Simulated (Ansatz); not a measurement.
Potential energy curve for SMILES [F][Mg][F] (F2Mg). The Mg1–F3 bond (Mg1 also carries F; F3 carries nothing else) is stretched with both fragments frozen at the PBE0/def2-TZVP optimised geometry.

Levels of theory: RKS-PBE = Ansatz (a quantum-chemistry and plane-wave program) with restricted PBE/cc-pVDZ; RKS-PBE0 = restricted PBE0/cc-pVDZ in Ansatz; RKS-CAM-B3LYP = restricted CAM-B3LYP/cc-pVDZ in Ansatz; UKS-CAM-B3LYP = unrestricted CAM-B3LYP/cc-pVDZ in Ansatz; UKS-PBE0 = unrestricted PBE0/cc-pVDZ (Ansatz); UKS-PBE = unrestricted PBE/cc-pVDZ in Ansatz; UCCSD(T) = CCSD(T) on UHF/cc-pVDZ, frozen core (Ansatz).

Cost and agreement with UCCSD(T) over the 16 points of the scan, with UCCSD(T) as yardstick. Costs are rough ratios of core time within Ansatz on shared cores, each with its mean field (Kohn-Sham runs search longer for lower solutions than correlated ones do); the miss is the largest difference from UCCSD(T) of the curve after the mean shift, in kJ/mol.

**Question.** Which of them comes closest to UCCSD(T) within 2 times the cost of the cheapest?

**Answer.** RKS-PBE, 43.2 kJ/mol off at most.

```json
[
 {"level": "RKS-PBE", "relative cost": "1", "largest difference": "43.2"},
 {"level": "RKS-PBE0", "relative cost": "1", "largest difference": "100.0"},
 {"level": "RKS-CAM-B3LYP", "relative cost": "1", "largest difference": "143.8"},
 {"level": "UKS-CAM-B3LYP", "relative cost": "4", "largest difference": "26.1"},
 {"level": "UKS-PBE0", "relative cost": "4", "largest difference": "29.0"},
 {"level": "UKS-PBE", "relative cost": "4", "largest difference": "41.3"}
]
```

Costs within a factor of two of each other count as equal.

The restricted form behind RKS-PBE, RKS-PBE0, RKS-CAM-B3LYP keeps the bonding electrons paired and can't separate into open-shell fragments. The unrestricted determinant behind UKS-CAM-B3LYP is spin-contaminated at 3.19 to 5.06 Å (<S²> up to 0.9, against 0.00 for a pure singlet). The unrestricted determinant behind UKS-PBE0 is spin-contaminated at 2.89 to 5.06 Å (<S²> up to 0.8, against 0.00 for a pure singlet). The unrestricted determinant behind UKS-PBE is spin-contaminated at 3.19 to 5.06 Å (<S²> up to 0.7, against 0.00 for a pure singlet). The unrestricted determinant behind UCCSD(T) is spin-contaminated at 2.89 to 5.06 Å (<S²> up to 1.0, against 0.00 for a pure singlet).
